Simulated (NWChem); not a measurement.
System: SnH4O; SMILES [SnH3][OH]

The following NWChem deck was run.

```
start job
memory heap 200 mb stack 900 mb global 1100 mb
geometry units angstroms noautoz
  Sn    -0.006703     0.248403     0.000000
  O     -0.090226    -1.767246     0.000000
  H      0.814236     0.797184     1.424746
  H     -1.671340     0.678693     0.000000
  H      0.814236     0.797184    -1.424746
  H      0.813702    -2.135574     0.000000
end
basis spherical
  Sn library def2-svp
  O library def2-svp
  H library def2-svp
end
ecp
  Sn library def2-ecp
end
dft
  xc b3pw91
  iterations 150
  mulliken
end
task dft energy
```

Geometry: optimised at PBE-D3(BJ)/def2-SVP. def2 effective core potentials on Sn; no spin-orbit coupling.

Q: What results follow from this input? (B3PW91/def2-SVP with def2 effective core potentials on Sn.) Quantities: energy (Ha); highest occupied level (eV); orbital gap (eV); dipole (D).

A: 
```yaml
energy (Ha): -291.93
highest occupied level (eV): -7.65
orbital gap (eV): 7.18
dipole (D): 1.83
```
